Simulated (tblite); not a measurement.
A geometry optimisation, step by step.

Species: C6H15PSi.
Numbering: `[CH3:1][C@@H:2]1[CH2:3][C@H:4]([SiH3:5])[P:6]([CH3:7])[CH2:8]1` (hydrogens: H9, H10, H11 on C1; H12 on C2; H13, H14 on C3; H15 on C4; H16, H17, H18 on Si5; H19, H20, H21 on C7; H22, H23 on C8)

Computed with GFN2-xTB (tblite), gas phase: L-BFGS steps from a force-field or distance-geometry start until the largest atomic force falls under 0.01 eV/Å. 7 of its 161 geometries are shown.

Step 0: E = -672.4438 eV, largest atomic force 2.488 eV/Å
```
atom  x, y, z in Å  |  force x, y, z in eV/Å
C1      2.894    0.500   -0.222    0.190   0.438  -0.183
C2      1.459    0.352    0.247    0.917  -1.175   1.132
C3      0.834   -0.915   -0.304   -0.350  -0.434  -0.529
C4     -0.600   -0.909    0.234    1.228   1.524   1.162
Si5    -1.649   -2.290   -0.357   -1.532  -1.176  -0.373
P6     -1.075    0.756   -0.465   -0.360  -0.064  -2.461
C7     -2.435    1.538    0.483   -0.457  -0.592   1.260
C8      0.608    1.527   -0.113   -1.473   0.322   1.818
H9      3.558    0.258    0.622    0.090   0.120  -0.743
H10     3.035   -0.179   -1.082    0.392   0.560   0.467
H11     3.005    1.563   -0.525    0.559  -0.830   0.105
H12     1.490    0.182    1.366   -0.191   0.483  -0.810
H13     1.364   -1.812    0.052   -0.005   0.217  -0.346
H14     0.827   -0.866   -1.428    0.052  -0.218   0.886
H15    -0.488   -0.852    1.350   -0.412  -0.159  -0.574
H16    -2.231   -2.033   -1.689    0.302  -0.016   0.148
H17    -0.992   -3.607   -0.309    0.110   0.238  -0.051
H18    -2.813   -2.394    0.550    0.106   0.030  -0.017
H19    -2.465    2.626    0.346    0.158  -0.384   0.134
H20    -3.384    1.105    0.096    0.606   0.277   0.022
H21    -2.397    1.233    1.555    0.043   0.562  -0.427
H22     0.464    2.119    0.822    0.295   0.346  -0.759
H23     0.986    2.122   -0.945   -0.269  -0.068   0.136
```

Step 27: E = -673.2495 eV, largest atomic force 0.161 eV/Å
```
atom  x, y, z in Å  |  force x, y, z in eV/Å
C1      2.871    0.552   -0.225   -0.042  -0.008  -0.015
C2      1.443    0.355    0.293   -0.002   0.067   0.010
C3      0.808   -0.954   -0.197    0.093   0.041   0.016
C4     -0.681   -0.846    0.109    0.044  -0.049  -0.016
Si5    -1.761   -2.322   -0.416    0.072   0.033  -0.012
P6     -1.106    0.768   -0.730   -0.012  -0.026  -0.051
C7     -2.271    1.454    0.525   -0.043  -0.008   0.017
C8      0.499    1.508   -0.109    0.027  -0.055  -0.049
H9      3.603    0.162    0.480   -0.051  -0.032  -0.068
H10     2.998    0.036   -1.174    0.034   0.035  -0.028
H11     3.084    1.607   -0.388    0.037  -0.030   0.090
H12     1.470    0.320    1.387    0.026  -0.017   0.038
H13     1.272   -1.820    0.279   -0.027  -0.005   0.074
H14     0.962   -1.054   -1.275   -0.041   0.049  -0.025
H15    -0.794   -0.697    1.189   -0.007  -0.008   0.040
H16    -2.223   -2.158   -1.789    0.011   0.003  -0.078
H17    -0.961   -3.544   -0.288   -0.020  -0.013   0.007
H18    -2.914   -2.390    0.485   -0.018  -0.004   0.007
H19    -2.323    2.536    0.428    0.008   0.050  -0.019
H20    -3.258    1.044    0.341   -0.132  -0.045  -0.010
H21    -1.950    1.182    1.527    0.006   0.076   0.142
H22     0.288    2.170    0.737    0.077  -0.008  -0.069
H23     0.940    2.117   -0.903   -0.039  -0.046  -0.001
```

Step 53: E = -673.3857 eV, largest atomic force 0.075 eV/Å
```
atom  x, y, z in Å  |  force x, y, z in eV/Å
C1      2.829    0.560   -0.214    0.030   0.022   0.000
C2      1.403    0.399    0.305    0.014   0.012  -0.038
C3      0.799   -0.956   -0.077    0.007  -0.012   0.007
C4     -0.702   -0.875    0.171   -0.010  -0.005  -0.039
Si5    -1.715   -2.340   -0.507    0.001   0.012   0.014
P6     -1.185    0.723   -0.675    0.013   0.025  -0.016
C7     -2.231    1.474    0.652   -0.018   0.003   0.018
C8      0.479    1.485   -0.268    0.010   0.005   0.002
H9      3.473   -0.239    0.154   -0.055   0.012   0.004
H10     2.840    0.540   -1.303   -0.009  -0.060   0.041
H11     3.250    1.511    0.106   -0.016   0.001   0.035
H12     1.413    0.469    1.400   -0.008   0.027  -0.053
H13     1.253   -1.757    0.509    0.015  -0.060  -0.042
H14     0.994   -1.147   -1.136   -0.010  -0.014   0.013
H15    -0.878   -0.761    1.248    0.003  -0.003  -0.029
H16    -1.945   -2.172   -1.942    0.035   0.009   0.023
H17    -0.980   -3.587   -0.269   -0.014   0.020   0.027
H18    -3.001   -2.378    0.200    0.038  -0.002  -0.024
H19    -2.424    2.517    0.407    0.012   0.011  -0.016
H20    -3.182    0.946    0.671   -0.036  -0.021   0.038
H21    -1.752    1.410    1.627    0.014   0.001   0.038
H22     0.358    2.323    0.421    0.002   0.023  -0.027
H23     0.899    1.881   -1.198   -0.018  -0.006   0.021
```

Step 80: E = -673.4220 eV, largest atomic force 0.078 eV/Å
```
atom  x, y, z in Å  |  force x, y, z in eV/Å
C1      2.797    0.558   -0.117    0.046   0.012  -0.013
C2      1.324    0.435    0.251    0.040   0.035   0.015
C3      0.753   -0.926   -0.142    0.019   0.034   0.017
C4     -0.744   -0.865    0.116   -0.030   0.015  -0.025
Si5    -1.687   -2.366   -0.572    0.007   0.005   0.032
P6     -1.278    0.766   -0.647   -0.047  -0.055  -0.030
C7     -2.134    1.486    0.830    0.016   0.022  -0.038
C8      0.441    1.487   -0.427   -0.013  -0.017  -0.012
H9      3.353   -0.274    0.312    0.023   0.007   0.018
H10     2.931    0.533   -1.196   -0.034  -0.009  -0.036
H11     3.226    1.483    0.260   -0.040   0.052   0.008
H12     1.231    0.543    1.337   -0.019  -0.014   0.048
H13     1.221   -1.729    0.430    0.006  -0.035  -0.013
H14     0.945   -1.102   -1.204    0.014  -0.007   0.005
H15    -0.915   -0.783    1.196    0.002  -0.043  -0.013
H16    -1.630   -2.381   -2.032    0.002   0.039  -0.015
H17    -1.030   -3.568   -0.049   -0.028  -0.027   0.008
H18    -3.073   -2.310   -0.107   -0.024  -0.001  -0.011
H19    -2.460    2.497    0.591   -0.001   0.017   0.002
H20    -3.012    0.882    1.046   -0.028  -0.006   0.006
H21    -1.480    1.511    1.698    0.034  -0.005   0.063
H22     0.390    2.422    0.133    0.016   0.025   0.024
H23     0.825    1.726   -1.421    0.038  -0.045  -0.041
```

Step 107: E = -673.4491 eV, largest atomic force 0.048 eV/Å
```
atom  x, y, z in Å  |  force x, y, z in eV/Å
C1      2.757    0.645   -0.061    0.001   0.003  -0.006
C2      1.278    0.441    0.238   -0.006   0.022   0.010
C3      0.757   -0.949   -0.124    0.003   0.010   0.017
C4     -0.749   -0.918    0.115   -0.005   0.002   0.001
Si5    -1.713   -2.368   -0.646    0.015  -0.034  -0.030
P6     -1.336    0.720   -0.597    0.000   0.011   0.003
C7     -2.007    1.483    0.955    0.009  -0.007  -0.004
C8      0.399    1.415   -0.547   -0.009   0.023  -0.010
H9      3.362   -0.082    0.477   -0.017   0.006  -0.014
H10     2.950    0.538   -1.127    0.004  -0.032   0.010
H11     3.067    1.643    0.244    0.012  -0.015  -0.013
H12     1.116    0.597    1.311   -0.001  -0.002   0.020
H13     1.233   -1.728    0.474    0.009  -0.005   0.008
H14     0.972   -1.150   -1.177    0.002   0.004   0.011
H15    -0.935   -0.886    1.194    0.003  -0.001   0.006
H16    -1.462   -2.409   -2.086    0.003   0.006  -0.001
H17    -1.251   -3.615   -0.024   -0.022   0.018  -0.011
H18    -3.140   -2.168   -0.388    0.009  -0.015   0.013
H19    -2.318    2.502    0.732    0.006   0.007   0.014
H20    -2.881    0.917    1.273    0.000  -0.001   0.002
H21    -1.264    1.493    1.751   -0.014  -0.007   0.001
H22     0.401    2.422   -0.126   -0.008   0.003  -0.014
H23     0.757    1.484   -1.578    0.004   0.005  -0.014
```

Step 133: E = -673.4556 eV, largest atomic force 0.026 eV/Å
```
atom  x, y, z in Å  |  force x, y, z in eV/Å
C1      2.741    0.644   -0.074    0.000  -0.007  -0.002
C2      1.262    0.469    0.243    0.003  -0.017  -0.001
C3      0.751   -0.939   -0.067    0.001  -0.006  -0.003
C4     -0.761   -0.921    0.132    0.013  -0.015  -0.012
Si5    -1.692   -2.359   -0.693    0.014  -0.002  -0.010
P6     -1.357    0.718   -0.572   -0.004  -0.007  -0.004
C7     -1.980    1.479    1.000    0.004   0.001   0.000
C8      0.380    1.405   -0.583    0.000  -0.006   0.008
H9      3.341   -0.038    0.525    0.002  -0.001  -0.008
H10     2.929    0.435   -1.126    0.012   0.002   0.009
H11     3.064    1.661    0.138   -0.017  -0.001  -0.004
H12     1.104    0.667    1.310    0.001   0.007  -0.005
H13     1.222   -1.691    0.571   -0.012   0.018   0.014
H14     0.997   -1.181   -1.104   -0.017   0.004  -0.001
H15    -0.981   -0.911    1.206    0.002  -0.005  -0.020
H16    -1.413   -2.355   -2.129    0.012   0.008   0.011
H17    -1.244   -3.625   -0.101   -0.005   0.010  -0.005
H18    -3.124   -2.169   -0.461   -0.014  -0.019   0.011
H19    -2.241    2.519    0.810    0.004   0.005   0.003
H20    -2.881    0.947    1.304    0.003   0.008   0.011
H21    -1.238    1.426    1.797   -0.005   0.013  -0.002
H22     0.391    2.434   -0.220   -0.002   0.014   0.008
H23     0.723    1.414   -1.622    0.005  -0.004   0.003
```

Step 160: E = -673.4576 eV, largest atomic force 0.009 eV/Å
```
atom  x, y, z in Å  |  force x, y, z in eV/Å
C1      2.725    0.639   -0.081   -0.002   0.001   0.001
C2      1.246    0.471    0.244   -0.004  -0.002   0.001
C3      0.735   -0.941   -0.037    0.000  -0.001   0.001
C4     -0.781   -0.924    0.138    0.007  -0.005   0.001
Si5    -1.674   -2.366   -0.726    0.001   0.006  -0.001
P6     -1.377    0.721   -0.555    0.002   0.003  -0.001
C7     -1.951    1.502    1.027   -0.001   0.001   0.004
C8      0.365    1.394   -0.597    0.003  -0.001  -0.007
H9      3.329   -0.029    0.531   -0.003   0.001   0.000
H10     2.912    0.408   -1.128    0.001   0.003   0.005
H11     3.045    1.661    0.109    0.003   0.001  -0.002
H12     1.092    0.693    1.307    0.001   0.002   0.002
H13     1.194   -1.675    0.629   -0.005   0.003  -0.003
H14     0.995   -1.210   -1.064   -0.002   0.002   0.004
H15    -1.023   -0.928    1.206    0.003  -0.003  -0.002
H16    -1.367   -2.316   -2.155   -0.003   0.000  -0.006
H17    -1.196   -3.631   -0.160    0.002   0.000   0.001
H18    -3.114   -2.232   -0.507   -0.002  -0.001   0.006
H19    -2.201    2.545    0.832   -0.001  -0.001  -0.003
H20    -2.852    0.989    1.360    0.000   0.000   0.001
H21    -1.192    1.450    1.806    0.002  -0.003  -0.004
H22     0.383    2.431   -0.259    0.005  -0.007   0.001
H23     0.703    1.375   -1.638   -0.005  -0.001   0.000
```

**Question.** Summarise the path.

**Answer.** The energy falls by 23.38 kcal/mol from step 0 to step 160; nine tenths of that is first reached at step 43. It rises by more than 0.2 meV at step 40. The largest force goes from 2.488 to 0.009 eV/Å. Among the bonds C4–Si5 changes most, from 1.833 to 1.903 Å; the atoms move by 0.727 Å rms after alignment.

What follows is the cost of the whole relaxation. The run took 1.2 s wall on one thread, Arm Neoverse V2 (aarch64), shared host with 32 logical CPUs at a one-minute load of 11.
